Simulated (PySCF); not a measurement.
C4H10As2.
SMILES with atom numbers: `[CH2:1]=[CH:2][C@@H:3]([AsH2:4])[CH2:5][AsH2:6]` (hydrogens: H7, H8 on C1; H9 on C2; H10 on C3; H11, H12 on As4; H13, H14 on C5; H15, H16 on As6)

Structure used (PBE0-D3(BJ)/def2-SVP), in Å, numbered top down from 1:
```xyz
16
C4H10As2 angstrom
C     -0.694    2.268   -0.490
C     -0.357    0.996   -0.713
C     -0.452   -0.116    0.282
As    -2.079   -1.200   -0.179
C      0.818   -0.950    0.371
As     2.417    0.167    0.797
H     -0.609    3.025   -1.273
H     -1.069    2.597    0.484
H      0.016    0.710   -1.706
H     -0.691    0.309    1.272
H     -1.654   -2.436    0.615
H     -1.481   -1.764   -1.467
H      1.029   -1.435   -0.596
H      0.713   -1.746    1.120
H      3.235   -0.998    1.355
H      1.926    0.556    2.190
```

The calculation used PySCF, PBE0-D3(BJ)/def2-SVP geometry optimisation, gas phase.

Masses are those of the commonest isotopes; rigid-rotor values at the optimised geometry. The values belong to one conformer with, in the numbering `[CH2:1]=[CH:2][C@@H:3]([AsH2:4])[CH2:5][AsH2:6]`, C1–C2–C3–As4 103°, C2–C3–As4–H 162° and 69°, C2–C3–C5–As6 56°, C3–C5–As6–H 158° and 65°.

(1) Give the principal moments of inertia and the rotational constants in cm⁻¹.

(2) What kind of rotor is it?

(3) Is it planar, by Δ = Ic − Ia − Ib?

(4) Give the other two planar moments, Paa and Pbb, and the rms extents of the mass along the axes.

(5) Which lines would a microwave search look for?

(6) Estimate the classical rotational partition function at 25 K, 50 K and 298.15 K.

Results:

(1) Ia = 189.67, Ib = 911.47, Ic = 1068.44 u·Å²; 505379 MHz·u·Å²/I gives 2665, 554.5 and 473.0 MHz, that is A = 0.08888, B = 0.01850, C = 0.01578 cm⁻¹.

(2) A near-prolate asymmetric top: κ = (2 × 554.5 − 2665 − 473.0)/(2665 − 473.0) = -0.93.

(3) Not planar: Δ = Ic − Ia − Ib = -32.70 u·Å². For a rigid frame Δ = −2 Σ m c², so Σ m c² = 16.35 u·Å² lies off the ab plane: 12.38 from hydrogen and 3.97 from heavier atoms. The atom farthest from that plane is 1.53 Å away.

(4) Paa = Σ m a² = (Ib + Ic − Ia)/2 = 895.12 and Pbb = Σ m b² = (Ia + Ic − Ib)/2 = 173.32 u·Å². With the mass M = 207.92 u, the rms extents √(P/M) along a, b and c are 2.07, 0.91, 0.28 Å.

(5) The dipole components are |μa| = 0.06 D, |μb| = 0.55 D, |μc| = 0.07 D. The squared components, which scale the intensities, stand as 0.01 : 1.00 : 0.01 (a : b : c). Some lines, for components of 0.1 D or more:

```csv
type,branch,"J(Ka,Kc)",MHz,lower level (cm⁻¹)
b,R,"3(0,3) ← 2(1,2)",1042,0.170
b,Q,"1(1,0) ← 1(0,1)",2192,0.034
b,Q,"3(1,2) ← 3(0,3)",2405,0.205
b,R,"1(1,1) ← 0(0,0)",3138,0.000
b,R,"2(1,2) ← 1(0,1)",4084,0.034
b,R,"3(1,3) ← 2(0,2)",4990,0.103
b,Q,"3(2,1) ← 3(1,2)",6221,0.285
b,Q,"2(2,0) ← 2(1,1)",6333,0.179
b,Q,"2(2,1) ← 2(1,2)",6575,0.170
b,R,"2(2,1) ← 1(1,0)",8467,0.107
b,R,"2(2,0) ← 1(1,1)",8550,0.105
b,R,"3(2,2) ← 2(1,1)",9413,0.179
b,R,"3(2,1) ← 2(1,2)",9669,0.170
b,Q,"3(3,1) ← 3(2,2)",10755,0.493
b,R,"3(3,1) ← 2(2,0)",13836,0.390
b,R,"3(3,0) ← 2(2,1)",13838,0.390
```

(6) Point group C1, symmetry number σ = 1; q = (√π/σ)·√((kT/h)³/(ABC)), k/h = 20836.6 MHz/K: 25200 at 25 K, 71300 at 50 K, 1040000 at 298.15 K.

PBE0-D3(BJ)/def2-SVP frequencies: not computed here. Constants of a rigid frame at the computed geometry: no zero-point averaging, no centrifugal distortion. Quadrupole hyperfine structure (75As) is left out.
